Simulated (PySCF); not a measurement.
From one molecule to another.

First species: C6H10ClF.
InChI=1S/C6H10ClF/c1-3-5(2)6(8)4-7/h3-4H2,1-2H3/b6-5+

Second species: C₃H₁₂N₂Si.
Z-matrix (Å and degrees, GFN2-xTB geometry), rows numbered from 1:
```
C 
C   1  1.5278
N   2  1.4562  1  115.68
N   3  1.4262  2  112.64  1    69.44
C   4  1.4447  3  110.30  2    99.46
Si  4  1.7212  3  123.27  2  -106.70
H   1  1.0873  2  110.05  3   179.41
H   1  1.0889  2  110.49  3    59.48
H   1  1.0875  2  110.12  3   -60.68
H   2  1.0926  1  109.53  3   121.11
H   2  1.0939  1  109.96  3  -120.09
H   3  1.0153  2  109.72  1   -52.89
H   5  1.0868  4  109.01  3  -173.16
H   5  1.0913  4  109.76  3   -53.73
H   5  1.0947  4  111.73  3    66.35
H   6  1.4735  4  115.11  3   -85.31
H   6  1.4627  4  105.44  3   154.19
H   6  1.4622  4  105.71  3    34.14
```

Levels: PBE0/def2-SVPD for dipole moment, HOMO energy, LUMO energy, HOMO–LUMO gap, static isotropic polarisability and electronic spatial extent ⟨r²⟩ about the centre of nuclear charge; TDDFT PBE0/def2-SVPD for lowest singlet excitation; TDA PBE0/def2-SVPD for lowest triplet excitation (Tamm–Dancoff); GFN2-xTB for rotational constant A and rotational constant C. Geometries: GFN2-xTB. Each structure is a single optimised conformer of the isolated species, non-relativistic unless stated; the electronic structure was computed with PySCF and density fitting.

Dipoles, sizes and rotational constants follow the conformer. The torsions of the flexible species, by atom-mapped SMILES:
- `[CH3:1][CH2:2]/[C:3]([CH3:4])=[C:5](/[F:6])[CH2:7][Cl:8]`: C1–C2–C3–C4 86°, C3–C5–C7–Cl8 -74°
- `[CH3:1][CH2:2][NH:3][N:4]([CH3:5])[SiH3:6]`: C1–C2–N3–N4 69°, C2–N3–N4–C5 99°

Values for the first species:

| Quantity | Value |
| --- | --- |
| Dipole moment | 2.39 D |
| HOMO energy | -7.02 eV |
| LUMO energy | -0.56 eV |
| HOMO–LUMO gap | 6.46 eV |
| Lowest singlet excitation | 5.71 eV |
| Lowest triplet excitation (Tamm–Dancoff) | 3.84 eV |
| Static isotropic polarisability | 88.9 au |
| Electronic spatial extent ⟨r²⟩ about the centre of nuclear charge | 1380 bohr² |
| Rotational constant A | 1.977 GHz |
| Rotational constant C | 0.873 GHz |

Task: Estimate the same properties for the second species, and the change in each.

Result: 
```
                                                         property       first     second  second less first
                                                    dipole moment      2.39 D     0.57 D            -1.82 D
                                                      HOMO energy    -7.02 eV   -5.90 eV           +1.12 eV
                                                      LUMO energy    -0.56 eV    0.37 eV           +0.93 eV
                                                    HOMO–LUMO gap     6.46 eV    6.27 eV           -0.19 eV
                                        lowest singlet excitation     5.71 eV    4.98 eV           -0.73 eV
                         lowest triplet excitation (Tamm–Dancoff)     3.84 eV    4.81 eV           +0.97 eV
                                  static isotropic polarisability     88.9 au    82.4 au            -6.5 au
electronic spatial extent ⟨r²⟩ about the centre of nuclear charge  1380 bohr²  909 bohr²         -471 bohr²
                                            rotational constant A   1.977 GHz  3.780 GHz         +1.803 GHz
                                            rotational constant C   0.873 GHz  1.474 GHz         +0.601 GHz
```

On the first: The principal polarisabilities are 75.3, 84.6 and 106.9 au; their mean is the isotropic value. S1 lies 0.75 eV below the HOMO–LUMO gap; its leading configuration is HOMO→LUMO, weight 0.91.

On the second: S1 lies 1.29 eV below the HOMO–LUMO gap; its leading configuration is HOMO→LUMO, weight 0.97. The polarisability is 12.21 Å³ as a volume (1 au = 0.148185 Å³), or 1.42 au for each of the 58 electrons.
